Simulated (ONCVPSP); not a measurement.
**Logarithmic derivatives: copper (Cu), ONCV**

```
Element                 : copper (Cu)
Generator               : ONCVPSP 4.0.1
Type                    : optimised norm-conserving Vanderbilt (ONCV)
Functional              : PBEsol
Relativity              : scalar-relativistic
Frozen core             : [Ne]
Valence charge          : 19
Reference configuration : 3s2 3p6 3d10 4s0.75 4p0.25
Partial waves           : 3s+4s: rc 1.00 bohr, ncon 4, nbas 7, qcut 9.4 1/bohr, 3 projectors, debl 3 Ha; 3p+4p: rc 1.30 bohr, ncon 3, nbas 7, qcut 10.1 1/bohr, 3 projectors, debl 2.4 Ha; 3d: rc 0.75 bohr, ncon 4, nbas 8, qcut 13.9 1/bohr, 1 projector
Local potential         : polynomial inside 0.50 bohr (lpopt 5, dvloc0 1 Ha)
Core correction         : Teter function, fcfact 3.75, rcfact 1.35
```

The phase is arctan(r·R′/R) of the radial function R(r), unwrapped; energies in Ha, scanned from -6 to 5 Ha. A pole is an energy at which the radial function vanishes at the test radius. The pseudo phase is shifted by a multiple of π to meet the all-electron one at the reference energy, and phase errors are pseudo minus all-electron; the curves can meet again beyond the range given. Levels narrower than the energy grid can be missing from the lists of poles.

```tsv
channel	radius (bohr)	reference energy (Ha)	poles, all-electron	poles, pseudo	unbroken range about the reference energy with phases within 0.05 rad	phase error 1 Ha above the reference energy (rad)
s	1.01	-0.19	-2.21	-2.21	the whole range	+0.000
p	1.32	-0.04	-2.14	-2.14	the whole range	-0.000
d	0.76	-0.21	none	none	the whole range	+0.001
```

Phases in the s channel:

| E (Ha) | all-electron | pseudo |
| --- | --- | --- |
| -5.96 | -0.166 | -0.165 |
| -5.68 | -0.438 | -0.437 |
| -5.40 | -0.681 | -0.681 |
| -5.12 | -0.879 | -0.879 |
| -4.84 | -1.033 | -1.033 |
| -4.56 | -1.151 | -1.151 |
| -4.28 | -1.243 | -1.243 |
| -4.00 | -1.316 | -1.316 |
| -3.72 | -1.375 | -1.375 |
| -3.44 | -1.424 | -1.424 |
| -3.16 | -1.466 | -1.466 |
| -2.88 | -1.501 | -1.501 |
| -2.60 | -1.532 | -1.532 |
| -2.32 | -1.560 | -1.560 |
| -2.04 | -1.585 | -1.585 |
| -1.76 | -1.609 | -1.609 |
| -1.48 | -1.630 | -1.630 |
| -1.20 | -1.651 | -1.651 |
| -0.92 | -1.670 | -1.670 |
| -0.64 | -1.688 | -1.688 |
| -0.36 | -1.707 | -1.707 |
| -0.08 | -1.725 | -1.725 |
| 0.20 | -1.743 | -1.743 |
| 0.48 | -1.761 | -1.761 |
| 0.76 | -1.780 | -1.780 |
| 1.04 | -1.799 | -1.799 |
| 1.32 | -1.819 | -1.819 |
| 1.60 | -1.840 | -1.840 |
| 1.88 | -1.862 | -1.862 |
| 2.16 | -1.886 | -1.886 |
| 2.44 | -1.912 | -1.912 |
| 2.72 | -1.940 | -1.940 |
| 3.00 | -1.971 | -1.971 |
| 3.28 | -2.005 | -2.005 |
| 3.56 | -2.044 | -2.044 |
| 3.84 | -2.088 | -2.088 |
| 4.12 | -2.139 | -2.138 |
| 4.40 | -2.197 | -2.197 |
| 4.68 | -2.265 | -2.265 |
| 4.96 | -2.345 | -2.345 |
